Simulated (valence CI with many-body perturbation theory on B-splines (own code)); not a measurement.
## Level structure of Se20+

Level of theory: configuration interaction combined with many-body perturbation theory (CI+MBPT): four valence electrons over a frozen Dirac-Fock core [Ne], a basis of 11 s, 11 p, 10 d, 8 f, 5 g, 2 h functions for each j, with the one-electron correlation potential Σ1, the two-electron term Σ2, the three-electron term Σ3, Breit, model QED; selected CI, second order for the rest, scaled by the run's own slope (own B-spline code, finite nucleus).

No measured levels were compared; by estimate levels of excited configurations hold to 0.05 to 0.15 % of their energy, terms of the ground configuration to about 0.5 %. Among the levels kept, up to 790 cm⁻¹ of a level comes from second order outside the variational space, and about a tenth of that is noise between levels of different J, which matters for small intervals.

Levels 91 to 135 of 173, with energies above the lowest level, 3s²3p² ³P_0. "Leading %" is the weight of the configuration and term that name the level; weights of strongly mixed levels are sums over their largest components and can fall short. Lifetimes count E1, E2, E3, M1 and M2 decay at the calculated energies, and are blank where another channel may lead or the interval is too uncertain; long ones can be off by a factor of two.

```
No.  Configuration  Term  J  E (cm⁻¹)  Leading %      g  Lifetime
 91        3s3p²3d    ¹D  2   1563500         74  1.000   5.18 ps
 92         3s²3d²    ³P  0   1583500         78          5.27 ps
 93         3s²3d²    ³P  1   1587500         78  1.498   5.44 ps
 94         3s²3d²    ³P  2   1591500         55  1.363   5.33 ps
 95         3s²3d²    ¹G  4   1592000         82  1.000   9.77 ps
 96         3s²3d²    ¹D  2   1603800         50  1.116   5.73 ps
 97          3p³3d   ³F°  2   1631100         49  0.854   45.7 ps
 98          3p³3d   ³F°  3   1643600         40  1.228   28.5 ps
 99          3p³3d   ¹S°  0   1644600         50          51.3 ps
100          3p³3d   ⁵D°  1   1661600         76  1.383   15.8 ps
101          3p³3d   ⁵D°  4   1664800         53  1.357   21.3 ps
102          3p³3d   ³D°  2   1668700         46  1.288   24.3 ps
103          3p³3d   ⁵D°  0   1669300         71          17.9 ps
104          3p³3d   ⁵D°  2   1672900         47  1.185   21.1 ps
105          3p³3d   ³D°  1   1677000         70  0.609   32.8 ps
106          3p³3d   ³D°  3   1677200         33  1.226   36.8 ps
107          3p³3d   ⁵D°  3   1689700         57  1.399   18.9 ps
108          3p³3d   ³F°  4   1692400         51  1.315   32.3 ps
109          3p³3d   ³G°  3   1696900         60  0.823   51.3 ps
110         3s²3d²    ¹S  0   1702800         78          5.03 ps
111          3p³3d   ³G°  4   1711500         59  1.108   45.7 ps
112          3p³3d   ³G°  5   1723400         75  1.198   56.9 ps
113        3s3p3d²   ⁵G°  2   1741000         92  0.378   45.5 ps
114          3p³3d   ¹D°  2   1746800         48  0.996   34.4 ps
115          3p³3d   ¹G°  4   1751200         78  1.041   28.4 ps
116        3s3p3d²   ⁵G°  3   1752500         94  0.926   45.0 ps
117          3p³3d   ³D°  1   1754600         51  0.743   15.6 ps
118          3p³3d   ³P°  1   1766000         25  1.522   16.6 ps
119        3s3p3d²   ⁵G°  4   1767800         93  1.157   44.5 ps
120          3p³3d   ³P°  0   1774800         68          24.2 ps
121          3p³3d   ³P°  2   1783700         60  1.437   9.35 ps
122        3s3p3d²   ⁵G°  5   1788300         93  1.271   43.4 ps
123          3p³3d   ³S°  1   1792200         27  1.651   13.0 ps
124          3p³3d   ³P°  1   1798200         38  1.138   11.1 ps
125          3p³3d   ³D°  2   1799800         41  1.241   17.0 ps
126          3p³3d   ³F°  2   1811800         66  0.703   22.4 ps
127          3p³3d   ³F°  3   1813000         63  1.079   20.1 ps
128          3p³3d   ³D°  3   1814300         35  1.308   20.3 ps
129        3s3p3d²   ⁵G°  6   1819000        100  1.332   48.7 ps
130        3s3p3d²   ⁵D°  0   1821800         97          17.8 ps
131        3s3p3d²   ⁵D°  1   1822300         71  1.238   16.4 ps
132        3s3p3d²   ⁵D°  2   1825800         49  1.300   15.4 ps
133        3s3p3d²   ⁵F°  1   1833100         71  0.432   9.71 ps
134        3s3p3d²   ⁵F°  3   1833200         33  1.319   14.2 ps
135          3p³3d   ³F°  4   1838700         45  1.261   17.7 ps
```

Names give the largest LS component (configuration and term), which can be under half, so a name can repeat, a term be missing and a line seem to break the LS rules; names also repeat where a configuration has a term twice.

Where two levels of one J and parity lie close, their mixing, g and order are uncertain.
